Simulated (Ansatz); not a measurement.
HBe (SMILES [BeH]), doublet, at a GFN2-xTB geometry (such geometries of metal compounds can be far from the true shape) (the spin is typed, not shown lowest). Base run: PBE/def2-SVP run with Ansatz (a first-principles code).

The Ansatz input:
Ansatz 0.2 input:
```yaml
crystal:
  periodic: [false, false, false]
  atoms:
    - {symbol: Be, position_ang: [-0.00000000, -0.00000000, -0.26243405]}
    - {symbol: H, position_ang: [0.00000000, 0.00000000, 1.04973619]}
basis:
  gaussian:
    orbitals: def2-SVP
hamiltonian:
  xc: pbe
magnetization: {spin_polarized: true, initial_magnetization: 1}
```

The base run was repeated with changes; each row names its change, and settings that it needs were set with it.

```json
[
 {"change": "base", "basis functions": "14", "E (Eh)": "-15.19800"},
 {"change": "basis = ANO-RCC-VDZP; relativity = spin-free X2C", "basis functions": "19", "E (Eh)": "-15.21531"},
 {"change": "basis = cc-pVDZ-DK; relativity = spin-free X2C; nucleus = Gaussian", "basis functions": "19", "E (Eh)": "-15.21398"},
 {"change": "basis = ANO-RCC-VDZP; relativity = spin-free X2C; nucleus = Gaussian", "basis functions": "19", "E (Eh)": "-15.21531"},
 {"change": "basis = cc-pVDZ-DK; relativity = spin-free X2C", "basis functions": "19", "E (Eh)": "-15.21398"},
 {"change": "basis = cc-pVDZ-DK; relativity = none", "basis functions": "19", "E (Eh)": "-15.21143"},
 {"change": "basis = x2c-TZVPall; relativity = none", "basis functions": "25", "E (Eh)": "-15.21417"},
 {"change": "basis = x2c-TZVPall; relativity = spin-free X2C; nucleus = Gaussian", "basis functions": "25", "E (Eh)": "-15.21671"},
 {"change": "basis = x2c-TZVPall; relativity = spin-free X2C", "basis functions": "25", "E (Eh)": "-15.21671"},
 {"change": "basis = ANO-RCC-VDZP; relativity = none", "basis functions": "19", "E (Eh)": "-15.21271"}
]
```

Absolute energies of different levels of theory aren't comparable as measures of quality.

Ansatz warned in this series: the basis is contracted for relativity, which the run leaves out.

Basis sets contracted for a relativistic Hamiltonian are a mismatch without it, so the rows without relativity aren't non-relativistic limits. No row has spin-orbit coupling; sets with core potentials leave out the core electrons.
